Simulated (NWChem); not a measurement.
Molecule: PbH₂, singlet; SMILES [PbH2]

```xyz
3

Pb     0.0000     0.0000     0.0312
H      1.3091     0.0000    -1.2807
H     -1.3091     0.0000    -1.2807
```
Atoms are numbered in this order, from 1.

Low-valent species are run as closed-shell singlets; no triplet was tried in these runs. All runs use the structure optimised with PBE0/def2-SVP. def2 effective core potentials on Pb; no spin-orbit coupling.

Symmetry labels are those of C2v in the frame above (b1 and b2, or b-type labels, depend on it).

Q: List the 6 lowest vertical singlet excitations from B3LYP/def2-SVP with def2 effective core potentials on Pb, TDA (NWChem).

A: 
```json
[
 {"state": "S1", "energy (eV)": "2.55", "oscillator strength": "0.012", "symmetry": "b2", "leading excitation (squared amplitude)": "HOMO → LUMO (0.99)"},
 {"state": "S2", "energy (eV)": "3.35", "oscillator strength": "0.000", "symmetry": "a2", "leading excitation (squared amplitude)": "HOMO−1 → LUMO (1.00)"},
 {"state": "S3", "energy (eV)": "6.47", "oscillator strength": "0.095", "symmetry": "b1", "leading excitation (squared amplitude)": "HOMO → LUMO+1 (0.77)"},
 {"state": "S4", "energy (eV)": "6.75", "oscillator strength": "0.059", "symmetry": "a1", "leading excitation (squared amplitude)": "HOMO → LUMO+2 (0.67)"},
 {"state": "S5", "energy (eV)": "8.71", "oscillator strength": "1.147", "symmetry": "a1", "leading excitation (squared amplitude)": "HOMO−1 → LUMO+1 (0.63)"},
 {"state": "S6", "energy (eV)": "9.19", "oscillator strength": "1.339", "symmetry": "b1", "leading excitation (squared amplitude)": "HOMO−1 → LUMO+2 (0.74)"}
]
```
